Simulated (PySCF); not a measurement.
SMILES Cc1ccc(C)s1 (C6H8S) (GFN2-xTB optimised geometry):

```
15

C     -1.635    -2.222     0.000
C     -0.702    -1.064     0.000
C      0.654    -1.064     0.000
C      1.218     0.236     0.000
C      0.290     1.225     0.000
C      0.496     2.698     0.000
S     -1.318     0.562     0.000
H     -2.278    -2.200     0.880
H     -2.277    -2.200    -0.881
H     -1.071    -3.152     0.001
H      1.244    -1.964     0.000
H      2.278     0.421     0.000
H      0.040     3.152     0.879
H      1.561     2.922     0.002
H      0.043     3.151    -0.882
```

Calculation: PySCF with CAM-B3LYP/def2-TZVP.

**Question.** What are the frontier orbital energies and the dipole moment?

**Answer.** HOMO-2 -10.72 eV, HOMO-1 -8.25 eV, HOMO -7.43 eV, LUMO 0.90 eV, LUMO+1 1.79 eV; dipole moment 0.38 D.

On the same geometry PySCF with PBE/def2-TZVP gives HOMO-2 -8.02 eV, HOMO-1 -5.94 eV, HOMO -5.19 eV, LUMO -1.03 eV, LUMO+1 -0.26 eV; dipole moment 0.31 D.

Meta-Löwdin charges at CAM-B3LYP/def2-TZVP: C1 -0.34, C2 -0.10, C3 -0.17, C4 -0.17, C5 -0.10, C6 -0.34, S7 0.23, H8 0.12, H9 0.12, H10 0.12, H11 0.12, H12 0.12, H13 0.12, H14 0.12, H15 0.12.
